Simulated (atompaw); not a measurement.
## Before and after: PAW (atompaw) potential for bismuth

```json
{
  "Element": "Bi (Z = 83)",
  "Generator": "atompaw 4.2.0.5",
  "Type": "PAW",
  "Functional": "PBEsol",
  "Relativity": "scalar-relativistic",
  "Frozen core": "[Xe] 4f14 5d10",
  "Valence charge": "5",
  "Reference configuration": "6s2 6p1 (charge +2)",
  "Partial waves": "6s (bound): rc 2.00 bohr; 6s channel at 2.5 Ry: rc 1.90 bohr; 6p (bound): rc 2.00 bohr; 6p channel at -0.9 Ry: rc 2.00 bohr; 6d channel at 0.1 Ry: rc 1.75 bohr",
  "Local potential": "troulliermartins scheme with l = 3 at 1 Ry, radius 1.45 bohr",
  "Core correction": "smooth core density matched at 1.35 bohr",
  "Augmentation charge": "sinc compensation charge, radius 1.85 bohr; PAW radius 2.00 bohr; waves and projectors: custom polynom vanderbiltortho"
}
```

All-electron outer shells of the reference configuration (PBEsol, scalar-relativistic, ld1.x):

| shell | level (eV) | outermost node (bohr) | outermost maximum (bohr) |
| --- | --- | --- | --- |
| 6s | -30.81 | 0.98 | 1.83 |
| 6p | -19.23 | 1.14 | 2.27 |

Change: reference 6s2 6p3; added wave 6d channel at 2.15 Ry: rc 2.00 bohr.

Cutoffs: the cutoffs (Ry, on a coarse ladder) from which the occupation-weighted sum of valence levels, in a spherical-Bessel basis at the reference potential, stays within 10 and 1 mRy of its value at 400 Ry; they do not see the model core or the augmentation charge, which bear on the density cutoff.

**Question.** What does the change do?

**Answer.** The potential gets harder (15 Ry and 30 Ry → 18 Ry and 30 Ry); both files keep a bound ghost (d, p, s); the range in which the d phases agree widens (upper end 0.8 → 3.2).

| quantity | base | changed |
| --- | --- | --- |
| cutoff, loose | 15 Ry | 18 Ry |
| cutoff, tight | 30 Ry | 30 Ry |
| bound ghosts | s, p, d | s, p, d |
| s: phases at 2.01 bohr within 0.05 rad from the reference energy up to (Ry; the scan ends near 5) | to the end of the scan | to the end of the scan |
| p: phases at 2.01 bohr within 0.05 rad from the reference energy up to (Ry; the scan ends near 5) | to the end of the scan | to the end of the scan |
| d: phases at 2.01 bohr within 0.05 rad from the reference energy up to (Ry; the scan ends near 5) | 0.8 | 3.2 |
| lowest overlap eigenvalue by channel | s 0.13, p 0.50, d 1.00 | s 0.29, p 0.57, d 0.48 |

 A true bound ghost makes a file unfit for plane-wave use even where its test errors are small: the radial tests pick states by their node count and pass the ghost by. The cutoffs see the waves, projectors and local potential, not the compensation charge or the core.
